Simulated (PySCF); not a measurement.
## Calculated data, BFH3NSi

All values are calculated (PySCF 2.14.0). Calculation on a computer-drawn molecule: optimised geometry and harmonic frequencies of an isolated molecule of the commonest isotopes, restricted reference for singlets and unrestricted otherwise, frozen core in MP2.

Entry: BFH3NSi

Start structure:
```xyz
7
BFH3NSi
N     -1.5452    -2.7483     1.1161
Si    -0.1766    -1.9123     0.8489
B      0.1855    -1.6049    -1.0608
F     -0.1580    -0.4888    -1.6415
H     -1.8422    -3.0139     2.0056
H      0.8829    -1.4281     1.8194
H      0.7704    -2.3454    -1.7766
```

Here we set charge 0, multiplicity 1, method HF and basis cc-pV(D+d)Z.

Drawn bonds:
| atom | other atom | order |
| --- | --- | --- |
| 1 | 2 | 2 |
| 2 | 3 | 1 |
| 3 | 4 | 1 |
| 1 | 5 | 1 |
| 2 | 6 | 1 |
| 3 | 7 | 1 |

Q: Estimate the rotational constants of BFH3NSi.
A: 27.27, 2.711, 2.466 GHz

Q: What total energy does the calculation give for BFH3NSi?
A: -469.2546 hartree

Further results for BFH3NSi:

```
convergence status largest gradient component : 1.814e-05 hartree/bohr
```

Optimised structure:
```xyz
7
BFH3NSi
N     -1.2962    -3.0352     1.1633
Si    -0.2931    -1.8599     0.8317
B      0.1914    -1.5828    -1.1266
F      1.0298    -0.6097    -1.4615
H     -1.5963    -3.2519     2.0975
H      0.3344    -0.9337     1.8054
H     -0.2533    -2.2685    -1.9987
```

Modes:
| frequency (cm⁻¹) | reduced mass (dalton) |
| --- | --- |
| 68.71 | 3.753 |
| 171.3 | 4.364 |
| 332.9 | 9.64 |
| 488.9 | 1.153 |
| 647 | 1.579 |
| 727.7 | 2.078 |
| 787.9 | 1.251 |
| 863 | 1.462 |
| 905.5 | 1.218 |
| 1143 | 1.417 |
| 1206 | 6.592 |
| 1334 | 4.948 |
| 2305 | 1.043 |
| 2765 | 1.094 |
| 3813 | 1.078 |
